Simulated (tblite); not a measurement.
Compound: C4H9BrSeSi.
SMILES with atom numbers: `[CH3:1][C:2]1([CH3:3])[CH2:4][Si@@H:5]([Br:6])[Se:7]1` (hydrogens: H8, H9, H10 on C1; H11, H12, H13 on C3; H14, H15 on C4; H16 on Si5)

Computed with GFN2-xTB (tblite), gas phase: L-BFGS steps from a force-field or distance-geometry start until the largest atomic force falls under 0.01 eV/Å.

Step 13: E = -604.1829 eV
```
atom  x, y, z in Å  |  force x, y, z in eV/Å
C1     -0.8689    1.5796   -0.1067   -0.052   0.044   0.020
C2     -0.3272    0.1758   -0.2398    0.078   0.012  -0.124
C3     -1.4063   -0.8332   -0.5593   -0.064  -0.006  -0.002
C4      0.5336   -0.2494    0.9619   -0.002  -0.004   0.054
Si5     2.1900   -0.4772    0.0771    0.072  -0.019  -0.006
Br6     2.8598   -2.5994    0.0831    0.045  -0.042   0.024
Se7     1.0507    0.1725   -1.7803    0.055  -0.016   0.004
H8     -1.5646    1.6285    0.7291   -0.056   0.024   0.028
H9     -1.3911    1.8702   -1.0168   -0.013   0.036   0.018
H10    -0.0607    2.2875    0.0728   -0.019   0.024  -0.010
H11    -2.1237   -0.8672    0.2591   -0.062  -0.012   0.017
H12    -1.9302   -0.5554   -1.4726   -0.010  -0.027   0.003
H13    -0.9823   -1.8282   -0.6874   -0.008   0.004  -0.027
H14     0.1327   -1.1472    1.4322    0.030  -0.001   0.011
H15     0.5570    0.5302    1.7216    0.003  -0.004   0.016
H16     3.3235    0.3218    0.5148    0.002  -0.012  -0.025
```

Step 14: E = -604.1844 eV
```
atom  x, y, z in Å  |  force x, y, z in eV/Å
C1     -0.8717    1.5800   -0.1063   -0.038   0.058   0.019
C2     -0.3270    0.1767   -0.2399    0.045   0.016  -0.133
C3     -1.4079   -0.8315   -0.5593   -0.063  -0.028  -0.012
C4      0.5349   -0.2486    0.9621   -0.030  -0.001   0.039
Si5     2.1913   -0.4795    0.0778    0.086  -0.026   0.019
Br6     2.8676   -2.5999    0.0867    0.035  -0.043   0.023
Se7     1.0543    0.1717   -1.7765    0.022  -0.003  -0.041
H8     -1.5669    1.6292    0.7307   -0.045   0.015   0.007
H9     -1.3927    1.8750   -1.0163   -0.017   0.004   0.029
H10    -0.0642    2.2883    0.0721   -0.002   0.035   0.006
H11    -2.1260   -0.8676    0.2591   -0.044  -0.001   0.004
H12    -1.9327   -0.5589   -1.4741    0.000   0.005   0.021
H13    -0.9846   -1.8261   -0.6895    0.007  -0.018  -0.012
H14     0.1337   -1.1474    1.4298    0.027   0.000   0.027
H15     0.5561    0.5316    1.7212    0.011  -0.015   0.021
H16     3.3283    0.3160    0.5109    0.005   0.001  -0.017
```

Step 15: E = -604.1855 eV
```
atom  x, y, z in Å  |  force x, y, z in eV/Å
C1     -0.8745    1.5812   -0.1057   -0.010   0.045   0.011
C2     -0.3263    0.1778   -0.2422   -0.006   0.014  -0.078
C3     -1.4100   -0.8306   -0.5595   -0.033  -0.030  -0.014
C4      0.5354   -0.2479    0.9624   -0.033   0.003  -0.003
Si5     2.1933   -0.4818    0.0788    0.063  -0.032   0.035
Br6     2.8755   -2.6009    0.0905    0.025  -0.041   0.021
Se7     1.0573    0.1712   -1.7740    0.001   0.004  -0.063
H8     -1.5696    1.6299    0.7322   -0.026   0.004  -0.015
H9     -1.3945    1.8790   -1.0154   -0.024  -0.013   0.031
H10    -0.0672    2.2897    0.0718    0.003   0.039   0.019
H11    -2.1287   -0.8678    0.2593   -0.019   0.009  -0.012
H12    -1.9351   -0.5615   -1.4751   -0.002   0.027   0.025
H13    -0.9864   -1.8247   -0.6913    0.011  -0.027   0.001
H14     0.1347   -1.1478    1.4282    0.021   0.006   0.033
H15     0.5554    0.5327    1.7214    0.013  -0.025   0.017
H16     3.3331    0.3104    0.5071    0.015   0.018  -0.007
```

Step 16: E = -604.1863 eV
```
atom  x, y, z in Å  |  force x, y, z in eV/Å
C1     -0.8763    1.5826   -0.1052    0.011   0.018   0.001
C2     -0.3261    0.1788   -0.2450   -0.036   0.008  -0.007
C3     -1.4117   -0.8306   -0.5598    0.002  -0.018  -0.011
C4      0.5351   -0.2473    0.9622   -0.017   0.003  -0.036
Si5     2.1954   -0.4838    0.0802    0.023  -0.028   0.031
Br6     2.8813   -2.6021    0.0935    0.018  -0.037   0.020
Se7     1.0589    0.1711   -1.7736   -0.004   0.001  -0.055
H8     -1.5719    1.6304    0.7329   -0.010  -0.004  -0.026
H9     -1.3962    1.8813   -1.0144   -0.030  -0.012   0.025
H10    -0.0689    2.2913    0.0720   -0.001   0.036   0.023
H11    -2.1307   -0.8677    0.2593    0.000   0.013  -0.022
H12    -1.9366   -0.5625   -1.4754   -0.010   0.033   0.016
H13    -0.9873   -1.8244   -0.6924    0.006  -0.024   0.008
H14     0.1355   -1.1479    1.4279    0.013   0.012   0.028
H15     0.5551    0.5330    1.7219    0.011  -0.029   0.006
H16     3.3369    0.3068    0.5045    0.023   0.028  -0.001
```

Task: Estimate the geometry and energy of step 17. (The exact step hangs on the optimiser's Hessian estimate; all steps are aligned on step 16, rigid shifts and turns removed.)

Result: E = -604.1867 eV, largest force 0.053 eV/Å
```
atom  x, y, z in Å  |  force x, y, z in eV/Å
C1     -0.8773    1.5839   -0.1048    0.020  -0.005  -0.006
C2     -0.3265    0.1795   -0.2472   -0.037   0.001   0.038
C3     -1.4128   -0.8309   -0.5603    0.024  -0.001  -0.007
C4      0.5346   -0.2469    0.9615    0.003  -0.001  -0.045
Si5     2.1971   -0.4855    0.0815   -0.010  -0.017   0.014
Br6     2.8853   -2.6036    0.0958    0.013  -0.030   0.020
Se7     1.0599    0.1710   -1.7744   -0.002  -0.006  -0.028
H8     -1.5736    1.6307    0.7329   -0.001  -0.008  -0.025
H9     -1.3979    1.8825   -1.0132   -0.031  -0.006   0.013
H10    -0.0700    2.2930    0.0727   -0.008   0.027   0.022
H11    -2.1320   -0.8674    0.2588    0.010   0.012  -0.023
H12    -1.9378   -0.5624   -1.4752   -0.015   0.031   0.004
H13    -0.9876   -1.8247   -0.6929    0.000  -0.014   0.010
H14     0.1362   -1.1477    1.4283    0.006   0.015   0.017
H15     0.5551    0.5325    1.7223    0.009  -0.027  -0.005
H16     3.3397    0.3052    0.5029    0.021   0.029   0.001
```

The energy changes by -0.0005 eV. The first-order estimate −F·Δx gives -0.0007 eV and the mean of the old and new forces, exact on a quadratic surface, -0.0005 eV. The step makes an angle of 57° with the force vector and moves no atom by more than 0.005 Å.

The cost below is that of the whole relaxation. Time: 0.45 s wall. Hardware: Arm Neoverse N1, one thread, shared host.
